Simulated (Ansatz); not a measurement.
`C#C[Si](F)(F)Cl`. Charge 0, multiplicity 1. The structure was optimised at the PBE0-D4/def2-TZVP level.

```xyz
7

C     0.372   -1.454   -1.312
C     0.184   -0.582   -0.503
Si   -0.118    0.722    0.693
F     0.979    1.843    0.557
F    -0.023    0.145    2.154
Cl   -1.934    1.553    0.438
H     0.540   -2.227   -2.028
```

What is the dipole moment at PBE/def2-TZVPP? (Best estimate.)

Ansatz gave: 2.17 D, with components (-0.04, -1.47, -1.59) D in this frame, pointing from negative to positive charge.

And with r2SCAN, B3LYP, ωB97M-V? (An estimate is asked.)

Ansatz gave: r2SCAN 2.27 D, B3LYP 2.28 D, ωB97M-V 2.28 D.

Give the Mulliken charges with PBE, r2SCAN, ωB97M-V in def2-TZVPP. (Estimate.)

The calculation gave: 
```
atom    PBE  r2SCAN  ωB97M-V
  C1   0.03   -0.04     0.02
  C2  -0.36   -0.35    -0.40
 Si3   0.75    0.93     0.85
  F4  -0.24   -0.28    -0.27
  F5  -0.24   -0.28    -0.27
 Cl6  -0.17   -0.20    -0.16
  H7   0.22    0.23     0.24
```

B3LYP here is the variant with VWN-RPA as its local correlation; programs differ in this.
